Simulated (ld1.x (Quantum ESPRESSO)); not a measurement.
Pb (Z = 82): one change to an ultrasoft potential, before and after

```
Element                 : Pb
Generator               : ld1.x (Quantum ESPRESSO) 7.5
Type                    : ultrasoft
Functional              : PBE
Relativity              : scalar-relativistic
Frozen core             : [Xe] 4f14
Valence charge          : 14
Reference configuration : 5d10 6s2 6p2
Partial waves           : 6s (bound): rcut 1.40, rcutus 1.90 bohr; 6s channel at 4.25 Ry: rcut 1.40, rcutus 1.90 bohr; 6p (bound): rcut 2.00, rcutus 2.15 bohr; 6p channel at 5.05 Ry: rcut 2.00, rcutus 2.15 bohr; 5d (bound): rcut 1.30, rcutus 1.50 bohr; 5d channel at 2.6 Ry: rcut 1.30, rcutus 1.50 bohr
Local potential         : all-electron potential smoothed inside 1.70 bohr (lloc = -1)
Core correction         : none
Augmentation charge     : PSQ, inside the norm-conserving radii
```

All-electron outer shells of the reference configuration (PBE, scalar-relativistic, ld1.x):

```tsv
shell	level (eV)	outermost node (bohr)	outermost maximum (bohr)
4f	-132.89	–	0.35
5p	-85.83	0.49	0.88
5d	-21.18	0.52	1.07
6s	-12.04	1.01	1.95
6p	-3.50	1.18	2.67
```

Change: local potential all-electron potential smoothed inside 1.30 bohr (lloc = -2).

Cutoffs: the cutoffs (Ry, on a coarse ladder) from which the occupation-weighted sum of valence levels, in a spherical-Bessel basis at the reference potential, stays within 10 and 1 mRy of its value at 400 Ry; they do not see the model core or the augmentation charge, which bear on the density cutoff. Errors are all-electron minus pseudo energies relative to the spin-unpolarised reference configuration.

How do hardness, ghosts and transferability respond?

The potential gets neither clearly harder nor softer (50 Ry and 90 Ry → 50 Ry and 90 Ry); both files keep a bound ghost (s); the errors of the 7 common tests hardly move.

```tsv
quantity	base	changed
cutoff, loose	50 Ry	50 Ry
cutoff, tight	90 Ry	90 Ry
bound ghosts	s	s
error for 5d10 6s2 6p1, meV [ΔE 6.58 eV]	-1.3	-1.3
error for 5d10 6s2 6p0, meV [ΔE 20.02 eV]	+1.1	+1.1
error for 5d10 6s1 6p0, meV [ΔE 52.43 eV]	+12	+12
error for 5d10 6s1 6p3, meV [ΔE 8.74 eV]	+5.4	+5.4
error for 5d10 6s2 6p1.5, meV [ΔE 2.49 eV]	-0.7	-0.7
error for 5d10 6s0 6p0, meV [ΔE 95.13 eV]	+89	+89
error for 5d9 6s2 6p3, meV [ΔE 19.33 eV]	+32	+33
s: phases at 2.34 bohr within 0.05 rad from the reference energy up to (Ry; the scan ends near 5)	to the end of the scan	to the end of the scan
p: phases at 2.34 bohr within 0.05 rad from the reference energy up to (Ry; the scan ends near 5)	3.8	3.7
d: phases at 2.34 bohr within 0.05 rad from the reference energy up to (Ry; the scan ends near 5)	to the end of the scan	to the end of the scan
lowest overlap eigenvalue by channel	s 0.64, p 0.63, d 0.52	s 0.65, p 0.63, d 0.54
```

 A true bound ghost makes a file unfit for plane-wave use even where its test errors are small: the radial tests pick states by their node count and pass the ghost by.
